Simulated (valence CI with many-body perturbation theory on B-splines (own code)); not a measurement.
Which ion has this spectrum?

A relativistic CI+MBPT calculation for an atom or ion with 16 electrons gives these levels (Ry):

| J | Parity | E | g |
| --- | --- | --- | --- |
| 2 | even | 0.000 | 1.33 |
| 0 | even | 1.348 |  |
| 2 | odd | 16.049 | 1.04 |
| 1 | odd | 16.611 | 1.12 |
| 0 | odd | 16.640 |  |
| 3 | odd | 16.660 | 1.10 |
| 1 | even | 19.488 | 1.49 |
| 2 | even | 20.154 | 1.14 |
| 4 | odd | 20.886 | 1.25 |
| 2 | odd | 21.275 | 1.24 |
| 3 | odd | 22.628 | 1.19 |
| 1 | odd | 23.382 | 1.05 |
| 2 | odd | 31.903 | 1.47 |
| 2 | even | 32.768 | 0.75 |

The energies are calculated, and their last digits are not significant.

(1) Which is it?
A. Lu55+
B. Yb54+
C. Ho51+
D. Ta57+

Answers

(1) B. Yb54+, ground level (3s^2 3p1/2^2 3p3/2^2) J=2.
